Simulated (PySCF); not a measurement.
C2H3F2, SMILES [CH2]C(F)F, multiplicity 2.

Geometry: PBE-D3(BJ)/def2-SVP. The isomer is the one that the SMILES or the coordinates give; other isomers of the formula were not compared.

Calculation: PBE-D3(BJ)/def2-SVP in PySCF.

No scaling factor is applied to the harmonic values.

### Question
Give all harmonic wavenumbers and intensities. (The exact figures need the calculation; the answer reports its results.)

### Answer

```tsv
mode	ν (cm⁻¹)	IR (km/mol)	moving atoms (share of kinetic energy)
1	117	0.9	H 96 %
2	340	7.4	H 43 %, F 38 %, C 18 %
3	452	13.6	F 45 %, C 31 %, H 23 %
4	531	7.5	F 54 %, H 26 %, C 20 %
5	599	25.9	C 44 %, H 38 %, F 18 %
6	868	17.9	H 42 %, C 31 %, F 27 %
7	1006	195.3	C 61 %, F 34 %
8	1108	23.7	C 62 %, H 37 %
9	1117	94.6	C 49 %, H 27 %, F 23 %
10	1307	13.6	H 87 %, C 11 %
11	1334	10.6	H 81 %, C 18 %
12	1400	54.0	H 64 %, C 36 %
13	2969	51.5	H 92 %
14	3096	0.1	H 95 %
15	3225	0.4	H 89 %, C 11 %
```
